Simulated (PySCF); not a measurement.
Level of theory: PySCF 2.14.0 with B3LYP-D3(BJ)/def2-TZVP // r2SCAN-D4/def2-SVP. Isolated molecules, 0 K electronic values unless said otherwise. One relaxed conformer stands for a flexible species; it need not be the lowest. B3LYP has the VWN-RPA correlation part, as in Gaussian. 

Reference species: [Zr(F)4] (neutral, multiplicity 1).

The mean distance from the central atom to its bonded neighbours comes out as 1.901 Å and the HOMO is -11.91 eV. The LUMO comes out as -1.67 eV.

Changed species: [Zr(F)3(OH)] (1 of 4 F replaced by OH; the reference has 0 of 4 F replaced by OH).

Task: What does the change do to the mean distance from the central atom to its bonded neighbours, HOMO and LUMO?

Result: the mean distance from the central atom to its bonded neighbours goes up by 0.008 Å, to 1.909 Å; the HOMO goes up by 1.93 eV, to -9.98 eV; the LUMO rises by 0.65 eV, to -1.02 eV.
